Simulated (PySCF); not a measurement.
# Molecular orbitals of Ge2

r²SCAN at R = 2.384 Å; basis Ge def2-TZVPPD; no relativity; PySCF 2.14. State: ³Σg⁻ (triplet), unpaired electrons π ↑↑. Only the outer orbitals are listed.

```
spin  orbital  occ.  ε (eV)  main shells (%)
   α       σg     1  -14.10        90 s, 9 p
   α       σu     1  -10.40             96 s
   α       πu     1   -5.83             96 p
   α       πu     1   -5.83             96 p
   α       σg     1   -5.18       89 p, 11 s
   α       πg     0   -2.96             96 p
   α       πg     0   -2.96             96 p
   α       σu     0    0.46  62 s, 29 d, 8 p
   β       σg     1  -12.86             91 s
   β       σu     1   -9.45       90 s, 10 p
   β       σg     1   -4.91       89 p, 10 s
   β       πu     0   -4.08             98 p
   β       πu     0   -4.08             98 p
   β       πg     0   -1.73       89 p, 11 d
```

Problem. Which are the highest filled and the lowest empty level, where do they sit, and how wide is the gap?

Solution. Highest filled β σg at -4.91 eV (in %: 89 p, 10 s); lowest empty β πu at -4.08 eV (in %: 98 p); the gap at r²SCAN is 0.83 eV.

```json
{"bond order (Mayer)": "1.96", "⟨S²⟩": "2.008"}
```

Spin–orbit coupling is left out. The state is the lowest determinant that a PBE0 search found; another state may lie lower at other levels.
